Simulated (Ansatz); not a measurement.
`N[SiH2][SiH2][GaH][F]`, relaxed with RKS PBE0-D4/def2-TZVP in Ansatz from a GFN2-xTB geometry. The force threshold is 0.005 eV/Å; the program also tests the step.

Total charge 0; spin multiplicity 1.

Start:

```xyz
12

N    -0.259    1.243    0.274
Si   -1.430   -0.148    0.164
Si    0.265   -1.748   -0.135
Ga    1.706    0.176   -0.161
F     1.913    0.950   -1.751
H    -0.324    1.771    1.138
H    -0.389    1.924   -0.470
H    -2.352    0.276   -0.898
H    -2.181    0.000    1.421
H     0.011   -2.552   -1.345
H     0.242   -2.709    0.984
H     2.799    0.817    0.779
```

Q: By how much does the energy fall, and how many steps does the optimiser take? (Best estimate.)

A: Ansatz gave: 17.97 kJ/mol, in 23 steps, 1 of them rejected.

Q: Which bonds change most? (An estimate is asked.)

A: The calculation gave: N1–Ga4 from 2.278 to 2.169 Å; Si3–Ga4 from 2.404 to 2.435 Å; Si2–H8 from 1.468 to 1.488 Å; Si2–H9 from 1.472 to 1.488 Å.

Q: Give the relaxed structure. (Best estimate.)

A: Ansatz gave: 
```xyz
12

N    -0.257    1.300    0.098
Si   -1.392   -0.108    0.260
Si    0.215   -1.738   -0.212
Ga    1.629    0.232    0.003
F     1.988    0.913   -1.616
H    -0.370    2.045    0.775
H    -0.238    1.724   -0.827
H    -2.592    0.132   -0.586
H    -1.799   -0.065    1.691
H     0.047   -2.334   -1.564
H     0.207   -2.815    0.814
H     2.563    0.714    1.163
```
